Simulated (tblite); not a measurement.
Species: C6H9BBrF.
Atom-mapped SMILES: `[CH2:1]=[CH:2][C@H:3]1[CH2:4][C@@H:5]([B:6]([F:7])[Br:8])[CH2:9]1` (hydrogens: H10, H11 on C1; H12 on C2; H13 on C3; H14, H15 on C4; H16 on C5; H17, H18 on C9)

Computed with GFN2-xTB (tblite), gas phase: L-BFGS steps from a force-field or distance-geometry start until the largest atomic force falls under 0.01 eV/Å.

Step 2: E = -748.5468 eV
```
atom  x, y, z in Å  |  force x, y, z in eV/Å
C1     -3.0329    0.1305   -0.6541    0.781  -0.262   0.174
C2     -1.8542   -0.4543   -0.5003   -0.502   0.386   0.172
C3     -0.6774    0.3041   -0.0379    0.186   0.125   0.329
C4      0.3369   -0.3781    0.8905    0.304   0.186  -0.278
C5      1.4390    0.4558    0.2004   -0.163  -0.281  -0.232
B6      2.8816   -0.1329   -0.0532   -2.812  -1.861   0.351
F7      3.8135    0.6303   -0.3909    2.655   1.559  -0.689
Br8     3.0759   -2.0452   -0.2840    0.178   0.607   0.128
C9      0.4760    0.4097   -1.0380    0.300  -0.163   0.248
H10    -3.8732   -0.4189   -0.9831   -0.652  -0.164  -0.250
H11    -3.1280    1.1723   -0.4293   -0.273   0.199   0.000
H12    -1.6969   -1.5005   -0.7159   -0.015  -0.017  -0.020
H13    -0.9010    1.3018    0.3951   -0.270  -0.518  -0.438
H14     0.2411   -0.2059    1.9411   -0.177  -0.249   0.627
H15     0.4553   -1.4296    0.6081   -0.125   0.146   0.455
H16     1.3828    1.4905    0.5697    0.394  -0.272   0.039
H17     0.4878    1.2514   -1.7123    0.092   0.008  -0.316
H18     0.5649   -0.5746   -1.5212    0.098   0.572  -0.299
```

Step 3: E = -748.6814 eV
```
atom  x, y, z in Å  |  force x, y, z in eV/Å
C1     -3.0259    0.1280   -0.6526   -0.259   0.062  -0.003
C2     -1.8594   -0.4506   -0.4986    0.326  -0.097   0.245
C3     -0.6758    0.3045   -0.0351    0.104  -0.019   0.156
C4      0.3399   -0.3762    0.8887    0.143   0.152   0.070
C5      1.4383    0.4531    0.1984   -0.199  -0.112  -0.113
B6      2.8568   -0.1496   -0.0510   -0.383  -0.267  -0.406
F7      3.8369    0.6436   -0.3966    0.528  -0.066   0.046
Br8     3.0775   -2.0387   -0.2826    0.146   0.545   0.123
C9      0.4787    0.4088   -1.0358    0.139   0.021   0.079
H10    -3.8789   -0.4201   -0.9854   -0.345   0.001  -0.139
H11    -3.1306    1.1737   -0.4294   -0.240   0.078  -0.019
H12    -1.6970   -1.5002   -0.7160   -0.042   0.095   0.009
H13    -0.9036    1.2968    0.3908   -0.268  -0.347  -0.346
H14     0.2394   -0.2086    1.9469   -0.130  -0.249   0.399
H15     0.4540   -1.4279    0.6126   -0.115   0.089   0.413
H16     1.3865    1.4876    0.5700    0.394  -0.279   0.019
H17     0.4888    1.2512   -1.7154    0.101  -0.060  -0.217
H18     0.5658   -0.5690   -1.5241    0.098   0.455  -0.318
```

Step 4: E = -748.7454 eV
```
atom  x, y, z in Å  |  force x, y, z in eV/Å
C1     -3.0306    0.1277   -0.6526   -0.047  -0.064   0.025
C2     -1.8602   -0.4501   -0.4923    0.093  -0.023   0.148
C3     -0.6744    0.2990   -0.0321    0.140   0.005   0.062
C4      0.3456   -0.3709    0.8945   -0.032   0.039   0.166
C5      1.4411    0.4481    0.1959   -0.229   0.009  -0.080
B6      2.8479   -0.1588   -0.0669    0.112   0.211  -0.363
F7      3.8485    0.6389   -0.3930    0.164  -0.256   0.118
Br8     3.0808   -2.0172   -0.2777    0.169   0.138   0.054
C9      0.4817    0.4126   -1.0328    0.023   0.035  -0.034
H10    -3.8855   -0.4176   -0.9879   -0.284  -0.012  -0.125
H11    -3.1369    1.1714   -0.4310   -0.238   0.156   0.005
H12    -1.6972   -1.4940   -0.7151   -0.043  -0.064  -0.010
H13    -0.9111    1.2848    0.3794   -0.272  -0.082  -0.191
H14     0.2349   -0.2175    1.9580   -0.066  -0.159   0.252
H15     0.4495   -1.4219    0.6250   -0.066  -0.042   0.349
H16     1.3965    1.4776    0.5698    0.394  -0.137   0.051
H17     0.4923    1.2484   -1.7233    0.079  -0.021  -0.102
H18     0.5684   -0.5541   -1.5331    0.104   0.266  -0.325
```

Step 5: E = -748.7890 eV
```
atom  x, y, z in Å  |  force x, y, z in eV/Å
C1     -3.0331    0.1243   -0.6516   -0.372   0.122  -0.011
C2     -1.8645   -0.4481   -0.4833    0.310  -0.245   0.060
C3     -0.6698    0.2923   -0.0283   -0.033   0.025  -0.055
C4      0.3506   -0.3649    0.9052   -0.171  -0.085   0.184
C5      1.4413    0.4429    0.1918   -0.077   0.059  -0.041
B6      2.8418   -0.1631   -0.0917    0.307   0.553  -0.152
F7      3.8634    0.6280   -0.3864    0.006  -0.215   0.088
Br8     3.0879   -1.9921   -0.2715    0.201  -0.400  -0.034
C9      0.4846    0.4180   -1.0305   -0.100   0.041  -0.145
H10    -3.8976   -0.4149   -0.9930   -0.058   0.039  -0.051
H11    -3.1486    1.1716   -0.4327   -0.193   0.052  -0.001
H12    -1.6981   -1.4889   -0.7143   -0.066  -0.133  -0.003
H13    -0.9251    1.2713    0.3635   -0.233   0.211  -0.011
H14     0.2290   -0.2304    1.9747    0.007  -0.018   0.082
H15     0.4433   -1.4161    0.6458   -0.008  -0.174   0.259
H16     1.4153    1.4643    0.5707    0.341   0.082   0.097
H17     0.4977    1.2451   -1.7339    0.036   0.058   0.039
H18     0.5733   -0.5330   -1.5497    0.102   0.028  -0.306
```

**Question.** Estimate the geometry and energy of step 6. (The exact step hangs on the optimiser's Hessian estimate; all steps are aligned on step 5, rigid shifts and turns removed.)

**Answer.** E = -748.8090 eV, largest force 0.552 eV/Å
```
atom  x, y, z in Å  |  force x, y, z in eV/Å
C1     -3.0396    0.1249   -0.6513    0.204  -0.127   0.073
C2     -1.8609   -0.4510   -0.4787   -0.373   0.050  -0.082
C3     -0.6687    0.2904   -0.0275   -0.071   0.059  -0.037
C4      0.3498   -0.3638    0.9120   -0.131  -0.080   0.054
C5      1.4398    0.4418    0.1893    0.006   0.062   0.005
B6      2.8407   -0.1581   -0.1024    0.367   0.405  -0.075
F7      3.8728    0.6230   -0.3836   -0.044  -0.156   0.069
Br8     3.0941   -1.9892   -0.2697    0.177  -0.396  -0.046
C9      0.4843    0.4206   -1.0320   -0.111  -0.014  -0.102
H10    -3.9039   -0.4134   -0.9960   -0.015   0.030  -0.033
H11    -3.1564    1.1729   -0.4333   -0.169   0.020   0.000
H12    -1.6996   -1.4894   -0.7141   -0.052  -0.194  -0.005
H13    -0.9343    1.2694    0.3571   -0.185   0.221   0.018
H14     0.2267   -0.2356    1.9826    0.022   0.051   0.045
H15     0.4408   -1.4169    0.6581    0.003  -0.166   0.220
H16     1.4283    1.4606    0.5728    0.274   0.126   0.092
H17     0.5003    1.2448   -1.7373    0.010   0.126   0.061
H18     0.5770   -0.5244   -1.5612    0.087  -0.017  -0.256
```

The energy changes by -0.0200 eV. The first-order estimate −F·Δx gives -0.0283 eV and the mean of the old and new forces, exact on a quadratic surface, -0.0201 eV. The step makes an angle of 53° with the force vector and moves no atom by more than 0.015 Å.

What follows is the cost of the whole relaxation. Time: 1.1 s of wall time. Hardware: Arm Neoverse N1, one thread (shared host).
